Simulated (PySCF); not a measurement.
Cartesian coordinates (Å):
SMILES: Cc1c([SiH3])sc2ccccc12
```xyz
21

C      1.3086    -1.8467    -0.1450
C      0.7822    -0.4480    -0.0103
C      1.5589     0.6752     0.1579
Si     3.4248     0.7938     0.2653
S      0.5900     2.1412     0.2778
C     -0.8947     1.2401     0.0980
C     -2.2023     1.7449     0.0890
C     -3.2565     0.8507    -0.0686
C     -3.0167    -0.5306    -0.2157
C     -1.7203    -1.0302    -0.2064
C     -0.6327    -0.1472    -0.0483
H      2.4056    -1.8848    -0.0829
H      0.9057    -2.5000     0.6472
H      1.0124    -2.2906    -1.1104
H      3.7934     2.2281     0.4267
H      4.0674     0.2586    -0.9701
H      3.9468     0.0205     1.4296
H     -2.3880     2.8149     0.2031
H     -4.2830     1.2247    -0.0782
H     -3.8609    -1.2130    -0.3380
H     -1.5408    -2.1017    -0.3208
```
Charge 0, spin multiplicity 1.

### Question
What HOMO–LUMO gap, LUMO and HOMO does PySCF with M06-2X/def2-TZVP // B3LYP-D3(BJ)/def2-SVP give?

### Answer

HOMO–LUMO gap: 6.85 eV
LUMO: -0.41 eV
HOMO: -7.26 eV
